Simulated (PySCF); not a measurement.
## Relaxation of singlet TeNCl₃

These are results of PySCF, PBE0, basis Te def2-SVP with ECP28, N def2-SVP, Cl def2-SVP (scalar-relativistic core potentials, no spin–orbit coupling, density fitting), not measurements. A (50,194) grid was used.

A hand-made see-saw (ligand arrangement 2) start, of Cs symmetry, held to at least that symmetry:

Coordinates in bohr (charge 0 multiplicity 1):
```
Te    0.0000   -0.4226   -0.8403
N     0.0000   -3.9617   -0.5306
Cl    0.0000    4.0015   -0.4533
Cl    3.4994   -0.4226    1.8937
Cl   -3.4994   -0.4226    1.8937
```

Optimiser trace:
```csv
step,E − E(last) (kJ/mol),largest gradient (Eh/bohr)
0,144.07,0.02731
1,106.90,0.02514
2,77.74,0.03949
3,58.93,0.03984
4,35.09,0.02349
5,17.11,0.02073
6,1.88,0.00394
7,0.62,0.00930
8,0.06,0.00314
9,0.01,0.00076
10,0.00,0.00035
11,0.00,0.00010
```

It ends at C3v with Te–Cl 2.378 Å (×3), Te–N 1.800 Å; Cl–Te–Cl 93.9° (×3), Cl–Te–N 122.4° (×3) (after a last refinement on a finer grid). The frequency run here used a shortcut that can spoil soft modes, so no verdict on minimum or saddle point is given.

Final geometry:
Z-matrix (Å, degrees; charge 0 multiplicity 1):
```
Te
N  1 1.8000
Cl 1 2.3781 2 122.43
Cl 1 2.3781 2 122.43 3 -120.00
Cl 1 2.3781 2 122.43 3 120.00
```

The relaxation took of the order of 80 core-seconds on a shared host.
